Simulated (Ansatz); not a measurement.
Basis-set extrapolation for FH$_{4}$N$_{2}$Si, SMILES `[NH][SiH](N)F` radical (PBE0-D4/def2-TZVP geometry, frozen core, Ansatz 0.2.0). Multiplicity 2, UHF reference.

```json
{"": "HF", "cc-pV(T+d)Z": "-499.788033", "cc-pV(Q+d)Z": "-499.810833"}
{"": "MP2 correlation", "cc-pV(T+d)Z": "-0.753403", "cc-pV(Q+d)Z": "-0.815549"}
{"": "CCSD(T) correlation", "cc-pV(T+d)Z": "-0.809532", "cc-pV(Q+d)Z": "-0.868796"}
```

Energies in hartree. Use E(X) = E(∞) + A·exp(−5.46·√X) for Hartree–Fock and E(X) = E(∞) + B·X^(−3.05) for correlation, with X = 3 and 4.

Task: What is the CCSD(T) energy at the basis-set limit?

Result: HF limit: -499.810833 + (-0.022800) × 0.30130 = -499.81770. Correlation limit: -0.868796 + (-0.059264) × 0.71189 = -0.91099. Total: -500.72869 hartree, 344.3 kJ/mol below CCSD(T)/cc-pV(T+d)Z.
